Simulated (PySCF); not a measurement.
C7H9F.
Geometry (PBE0-D3(BJ)/def2-SVP, Å), atoms numbered from 1 in this order:
```
atom  x, y, z in Å
C1     2.8519   -0.0654    1.3593
C2     1.6873    0.0494    0.6992
C3     0.5297   -0.7609    1.0090
C4    -0.7104   -0.7735    0.4707
F5    -1.5534   -1.6696    1.0125
C6    -1.3315    0.0080   -0.6009
C7    -2.6200   -0.2263   -0.9108
C8    -0.5388    1.0493   -1.3348
H9     3.7132    0.5568    1.1071
H10    2.9772   -0.7874    2.1719
H11    1.6203    0.7858   -0.1024
H12    0.6630   -1.4910    1.8146
H13   -3.2081   -0.9796   -0.3864
H14   -3.1090    0.3424   -1.7050
H15   -0.1784    1.8386   -0.6571
H16   -1.1632    1.5242   -2.1029
H17    0.3398    0.6135   -1.8351
```

All values: wB97X-D/def2-SVPD (PySCF, non-relativistic), on one gas-phase PBE0-D3(BJ)/def2-SVP geometry that isn't relaxed in the solvent. The solvent is an IEF-PCM continuum (van der Waals radii × 1.2), and excitations are vertical TDDFT with non-equilibrium linear response and a frozen core. Only the electrostatic response of the medium enters.

Gas-phase singlets (H = HOMO, L = LUMO):

```tsv
state	E (eV)	λ (nm)	f	leading configurations
S1	4.826	257	0.939	H→L 98%
S2	6.339	196	0.023	H-1→L 61%, H→L+2 35%
S3	6.542	190	0.007	H→L+1 79%
S4	6.663	186	0.003	H→L+2 58%, H-1→L 33%
S5	7.013	177	0.000	H→L+3 69%, H→L+6 11%
```

**Question.** How does the list change in chloroform (ε = 4.711)?

**Answer.** 
```json
{"state": "S1", "E (eV)": "4.585", "λ (nm)": "270", "f": "1.110", "leading configurations": "H→L 98%", "change by rank (eV)": "-0.241"}
{"state": "S2", "E (eV)": "6.317", "λ (nm)": "196", "f": "0.016", "leading configurations": "H-1→L 80%, H→L+2 16%", "change by rank (eV)": "-0.022"}
{"state": "S3", "E (eV)": "6.517", "λ (nm)": "190", "f": "0.007", "leading configurations": "H→L+1 82%", "change by rank (eV)": "-0.025"}
{"state": "S4", "E (eV)": "6.549", "λ (nm)": "189", "f": "0.005", "leading configurations": "H→L+2 78%, H-1→L 16%", "change by rank (eV)": "-0.114"}
{"state": "S5", "E (eV)": "7.066", "λ (nm)": "175", "f": "0.001", "leading configurations": "H→L+3 71%", "change by rank (eV)": "+0.053"}
```

**Question.** How does the list change in tetrahydrofuran (ε = 7.426)?

**Answer.** 
```
state  E (eV)  λ (nm)      f  leading configurations  change by rank (eV)
   S1   4.604     269  1.100                 H→L 98%               -0.222
   S2   6.317     196  0.015    H-1→L 80%, H→L+2 16%               -0.022
   S3   6.515     190  0.007               H→L+1 83%               -0.027
   S4   6.564     189  0.005    H→L+2 78%, H-1→L 16%               -0.099
   S5   7.075     175  0.001    H→L+3 67%, H-3→L 11%               +0.062
```

**Question.** The ground-state energy changes by -0.124 eV from gas to tetrahydrofuran. By how much does the total energy of gas-phase S1 change?

**Answer.** E(S1) = E(S0) + excitation energy, so it changes by -0.124 − 0.222 = -0.346 eV: it is lowered more than the ground state, which is what a red shift means. This is the vertical state, with the slow part of the continuum still set for S0.

**Question.** How do the frontier levels move from gas to tetrahydrofuran?

**Answer.** 
```
orbital  gas (eV)  solvent (eV)  change (eV)                   Löwdin shares, gas              Löwdin shares, solvent
 LUMO+2      2.43          2.48        +0.05   C2 23 %, C1 18 %, C6 14 %, C7 11 %  C2 23 %, C1 18 %, C6 14 %, C7 11 %
 LUMO+1      2.35          2.46        +0.11   C8 20 %, C7 13 %, H15 8 %, H17 8 %   C7 16 %, C8 13 %, C4 12 %, C2 7 %
   LUMO      0.11          0.14        +0.03   C7 18 %, C1 16 %, C4 15 %, C3 13 %  C7 18 %, C1 16 %, C4 15 %, C3 14 %
   HOMO     -8.00         -7.99        +0.01   C3 18 %, C1 18 %, C4 16 %, C7 14 %  C1 18 %, C3 18 %, C4 16 %, C7 14 %
 HOMO-1    -10.11        -10.06        +0.05     C6 26 %, C7 22 %, C2 9 %, C1 9 %    C6 26 %, C7 22 %, C2 9 %, C1 9 %
 HOMO-2    -11.37        -11.37         0.00   C2 26 %, C3 23 %, C1 15 %, C4 11 %  C2 25 %, C3 24 %, C1 15 %, C4 11 %
 HOMO-3    -11.88        -11.74        +0.14  C2 18 %, C3 12 %, H11 10 %, C1 10 %  C2 18 %, C8 11 %, C3 11 %, C1 10 %
```

The HOMO–LUMO gap goes from 8.11 to 8.13 eV. Rows go by rank; for LUMO+1 and LUMO+2 the atom shares or the degeneracy differ between the runs, so the row needn't follow one orbital.

The run took 51 s on an Intel Xeon Platinum 8488C with one thread, shared host with 192 logical CPUs at a one-minute load of 64, and the process peaked at 1.2 GiB of memory. This is the whole response run at wB97X-D/def2-SVPD in tetrahydrofuran, SCF included.

The pairwise dispersion term of wB97X-D wasn't added to the energies; at a given geometry it leaves orbitals and properties as they are.
